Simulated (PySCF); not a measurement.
Molecule: sum formula H₈Si₃NO (charge 0, doublet). It need not be the lowest isomer of its formula. 
Geometry from a B3LYP-D3(BJ)/def2-TZVP (Ansatz) optimisation:
```xyz
13

Si    -0.2415    -1.0190    -0.8183
N     -1.1331    -0.7054     0.6290
Si    -2.0434     0.7111     1.0593
O      1.2797    -0.4094    -0.7757
Si     2.1545     0.8212    -0.1325
H     -0.1152    -2.4797    -0.9866
H     -0.9725    -0.3829    -1.9309
H     -0.9747    -1.3590     1.3860
H     -2.4496     1.3626    -0.2144
H     -3.2400     0.3095     1.8538
H      1.3893     2.0890    -0.2015
H      3.4066     0.9529    -0.9066
H      2.4755     0.5326     1.2842
```
Charge 0, spin multiplicity 2.

Dispersion corrections to the total energy (kcal/mol) from the dftd3 and dftd4 libraries through PySCF: D3(BJ) without and D4 with the three-body term, each with the damping fitted for the functional named.

| functional | D3(BJ) | D4 |
|---|---|---|
| revPBE | … | -22.42 |
| r2SCAN | -2.35 | -2.07 |
| TPSS | -10.12 | … |
| LC-wPBE | -8.11 | -9.13 |
| BHLYP | … | -10.67 |
| CAM-B3LYP | -7.06 | -7.25 |
| B3LYP | -14.14 | -13.13 |

**Question.** Some entries are withheld; supply them.

**Answer.** 
- revPBE, D3(BJ): -18.30
- TPSS, D4: -10.96
- BHLYP, D3(BJ): -11.69
